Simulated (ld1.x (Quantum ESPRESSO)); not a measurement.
How hard is this tin TM potential?

- Element: tin
- Generator: ld1.x (Quantum ESPRESSO) 7.5
- Type: norm-conserving Troullier–Martins (Kleinman–Bylander form)
- Functional: PBE
- Relativity: scalar-relativistic
- Frozen core: [Kr] 4d10
- Valence charge: 4
- Reference configuration: 5s1 5p3
- Partial waves: 5s (bound): rc 1.70 bohr; 5p (bound): rc 2.35 bohr
- Local potential: all-electron potential smoothed inside 1.85 bohr (lloc = -1)
- Core correction: a·sin(br)/r model core, default radius (core density twice the valence density)

The pseudo-atom Hamiltonian at the reference potential is diagonalised in spherical Bessel functions j_l(qr) that vanish at 20 bohr, with q² up to the cutoff. All-electron valence levels (Ry): 5s -0.8389, 5p -0.3173.

Question: How do the lowest levels (Ry) of each channel move with the cutoff, and are there ghosts?

Answer:

| cutoff (Ry) | s #1 | s #2 | p #1 | p #2 | d #1 | d #2 | f #1 | Σ f·Δε (mRy) |
| --- | --- | --- | --- | --- | --- | --- | --- | --- |
| 8 | -0.8199 | -0.0383 | -0.3125 | 0.0205 | -0.0118 | 0.0727 | 0.1055 | 33.3 |
| 15 | -0.8452 | -0.1916 | -0.3170 | 0.0202 | -0.0665 | 0.0639 | 0.1055 | 7.0 |
| 21 | -1.0482 | -0.8270 | -0.3171 | 0.0202 | -0.0882 | 0.0620 | 0.1055 | 12.6 |
| 35 | -1.3040 | -0.8371 | -0.3173 | 0.0202 | -0.0945 | 0.0615 | 0.1055 | 1.9 |
| 45 | -1.3059 | -0.8378 | -0.3173 | 0.0202 | -0.0948 | 0.0615 | 0.1055 | 1.2 |
| 60 | -1.3070 | -0.8387 | -0.3173 | 0.0202 | -0.0948 | 0.0615 | 0.1055 | 0.3 |
| 400 | -1.3082 | -0.8389 | -0.3173 | 0.0202 | -0.0948 | 0.0615 | 0.1055 | 0.0 |

Result: ghost states, extra bound levels that the all-electron valence spectrum of the same l lacks: s at -17.8 eV, d at -1.29 eV (a true bound ghost makes a file unfit for plane-wave use); 10 mRy is reached at 25 Ry and 1 mRy at 50 Ry.

1 of 7 tests not solved or not reliable.
